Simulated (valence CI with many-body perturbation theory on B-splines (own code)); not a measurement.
## Hyperfine factors and g values of Tc XXX

Calculated by valence CI with perturbative core correlation (CI+MBPT): four valence electrons over a frozen Dirac-Fock core [Ne], a basis of 11 s, 11 p, 9 d, 7 f, 5 g, 2 h, 1 i functions for each j, with the one-electron correlation potential Σ1 (screened to all orders), the two-electron term Σ2, the three-electron term Σ3, Breit, model QED; selected single and double excitations, second order for the rest (own B-spline code, finite nucleus).

No measured spectrum was set against this ion. As an estimate, large intervals hold to a few tenths of a per cent, small ones and those within an open d or f shell to about a per cent.

A/g_I is the dipole constant over the nuclear g factor μ/I (μ in nuclear magnetons, uniformly magnetised nucleus), B/Q the quadrupole constant per barn. Both hold the static response of the core; the bare values leave it out. Large factors of s and p1/2 electrons are usually good to 5 to 10 %; those of open d and f shells near neutrality can be off by tens of per cent, and small factors of p3/2, d and f electrons come from cancelling terms and can be off by a factor of two or in sign, in half-filled shells by more. B is blank for J = 1/2, where it vanishes, and for nearly pure S terms. Energies count from the lowest level. Levels with J = 0 are left out.

Levels are named by their leading jj configuration (3d3/2^4 stands for four electrons in 3d with j = 3/2), which in mixed levels can hold well under half, so a name can repeat and another be missing. Letters in brackets count levels of one name in rising energy.

```csv
Level,E (cm⁻¹),g,A/g_I (MHz),A/g_I bare,B/Q (MHz/b),B/Q bare
(3s^2 3p1/2 3p3/2) J=1,183560,1.498,-5550,-4340,29200,28500
(3s^2 3p1/2 3p3/2) J=2,220300,1.232,67000,65600,32700,31900
(3s^2 3p3/2^2) J=2,431390,1.261,34400,34100,25500,24900
(3s 3p1/2^2 3p3/2) J=2,743820,1.793,156000,152000,25100,24600
(3s 3p1/2^2 3p3/2) J=1,867850,0.829,-78700,-75400,46000,45000
(3s 3p1/2 3p3/2^2) J=2 [a],929640,1.396,106000,104000,46900,45900
(3s 3p1/2 3p3/2^2) J=3,986090,1.326,133000,130000,-8550,-8250
(3s^2 3p1/2 3d3/2) J=2,1035100,0.936,40400,40000,-19300,-18400
(3s 3p1/2 3p3/2^2) J=1 [a],1087900,1.288,130000,127000,-48800,-47700
(3s 3p1/2 3p3/2^2) J=2 [b],1131800,0.940,31200,30900,6040,6270
(3s^2 3p1/2 3d5/2) J=3,1180900,1.101,38600,38200,29300,29400
(3s 3p1/2 3p3/2^2) J=1 [b],1183500,1.466,39100,39600,3050,3040
(3s^2 3p1/2 3d5/2) J=2 [a],1218600,1.288,65900,64600,-27200,-26200
(3s^2 3p1/2 3d3/2) J=1,1238000,0.887,-29700,-27700,13600,13500
(3s^2 3p1/2 3d5/2) J=2 [b],1260600,1.287,56800,55900,1780,2010
(3s^2 3p3/2 3d5/2) J=4,1341200,1.247,15900,16300,71100,70300
(3s^2 3p3/2 3d3/2) J=1,1378000,1.205,1580,2770,-13500,-13300
(3s^2 3p3/2 3d3/2) J=2,1396300,1.059,12200,12800,-10700,-10400
(3s^2 3p3/2 3d3/2) J=3,1407000,1.234,30100,30200,11000,11200
(3s 3p3/2^3) J=1,1453000,1.330,-48100,-44800,-19300,-19000
(3s^2 3p3/2 3d5/2) J=2,1472500,1.275,62800,61600,-41400,-40400
(3s^2 3p3/2 3d5/2) J=3,1514300,1.076,20500,20600,41100,41000
(3s^2 3p3/2 3d5/2) J=1,1571400,0.973,-10800,-9720,6600,6700
(3s 3p1/2^2 3d3/2) J=1,1626700,0.241,-105000,-101000,2840,3100
(3s 3p1/2^2 3d3/2) J=2,1633800,1.258,94500,92600,6490,6750
(3p1/2^2 3p3/2^2) J=2,1678200,1.220,10700,11700,234,454
(3s 3p1/2^2 3d5/2) J=3,1703900,1.362,76900,75500,21800,22100
(3s 3p1/2 3p3/2 3d3/2) J=1 [a],1778300,1.310,86800,85300,-27000,-26600
(3s 3p1/2 3p3/2 3d3/2) J=2 [a],1785200,1.099,45500,45000,-26100,-25400
(3s 3p1/2 3p3/2 3d3/2) J=3 [a],1797400,1.262,89800,88000,-22600,-21900
(3s 3p1/2 3p3/2 3d5/2) J=4 [a],1808000,1.358,68200,67100,36300,36300
(3s 3p1/2 3p3/2 3d3/2) J=2 [b],1825900,0.975,17000,17200,-8840,-8300
(3s 3p1/2 3p3/2 3d5/2) J=4 [b],1839100,1.349,94100,92300,26200,25800
(3s 3p1/2 3p3/2 3d5/2) J=1 [a],1854400,1.469,-16200,-13600,-18500,-18100
```

**Question.** Take the isotope of mass number 99, with I = 9/2, μ = 5.678 μN, leaving out the quadrupole term. What is the hyperfine structure of (3s 3p1/2^2 3p3/2) J=2?

**Answer.** From the table A = 196000 MHz. Shifts from the centre of gravity in MHz: F = 5/2: -2160000, F = 7/2: -1470000, F = 9/2: -588000, F = 11/2: 490000, F = 13/2: 1760000.
